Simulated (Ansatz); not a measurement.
Consider the ligand exchange at the Si–S bond: `N[Si@H](F)S[Si@@H](N)O` + H₂S → `N[SiH](O)S` + `N[SiH](F)S`.

Isolated molecules relaxed with PBE0-D4/def2-TZVP in Ansatz; ΔE leaves out vibrations. CCSD(T)/CBS adds triple-zeta CCSD(T) − MP2 to the extrapolated MP2 energy (def2 sets, frozen cores). This one scheme is used for every species. Each species was taken in one conformer, which may not be the lowest.

`N[Si@H](F)S[Si@@H](N)O`:

Z-matrix (Å, degrees):
```
Si
O 1 1.624
S 1 2.188 2 108.2
N 1 1.692 2 110.4 3 120.7
H 1 1.479 2 114.3 3 -119.1
H 2 0.977 1 115.6 3 21.5
Si 3 2.095 1 101.4 2 -40.7
H 4 1.005 1 121.1 2 147.4
H 4 1.006 1 122.9 2 -54.2
N 7 1.729 3 109.8 1 55.6
F 7 1.597 3 113.8 1 -59.3
H 7 1.479 3 107.9 1 -177.4
H 10 1.011 7 117.0 3 60.5
H 10 1.011 7 117.0 3 -165.6
```

H₂S:

Cartesian coordinates in Å:
```
S -0.287 0.311 -0.452
H 0.293 -0.896 -0.378
H -0.005 0.585 0.830
```

`N[SiH](O)S`:

Z-matrix (Å, degrees):
```
Si
O 1 1.644
S 1 2.137 2 105.1
N 1 1.696 2 112.5 3 -119.7
H 1 1.483 2 110.7 3 120.7
H 2 0.959 1 117.6 3 -57.1
H 3 1.344 1 94.0 2 174.4
H 4 1.007 1 120.6 2 -81.2
H 4 1.007 1 120.9 2 68.7
```

`N[SiH](F)S`:

Cartesian coordinates in Å:
```
N -1.131 0.270 0.765
Si 0.345 -0.248 0.130
F 1.617 0.654 0.494
S 0.140 -0.171 -1.981
H -1.447 -0.010 1.678
H -1.621 1.075 0.412
H 0.643 -1.581 0.693
H 1.455 0.012 -2.192
```

```
         level  ΔE (kcal/mol)
 HF/def2-QZVPP           -0.8
MP2/def2-QZVPP            4.2
```

(1) What does CCSD(T)/CBS give? (Best estimate.)

Largest T1 diagnostic among the species: 0.012.

## Answers

(1) Ansatz gave: +3.7 kcal/mol. The listed levels differ from it by -4.5, 0.5 kcal/mol.

In def2-TZVPP, CCSD(T) changes the Hartree–Fock value by +4.6 kcal/mol (the triples alone add +1.0 kcal/mol) and MP2 by +5.0 kcal/mol. The D4 term adds +2.9 kcal/mol with B3LYP and +1.7 kcal/mol with PBE0; it sums over pairs of atoms, weighted by their polarisabilities, and B3LYP, whose exchange is more repulsive, gets the larger term.

B3LYP here is the variant with VWN-RPA as its local correlation; programs differ in this.
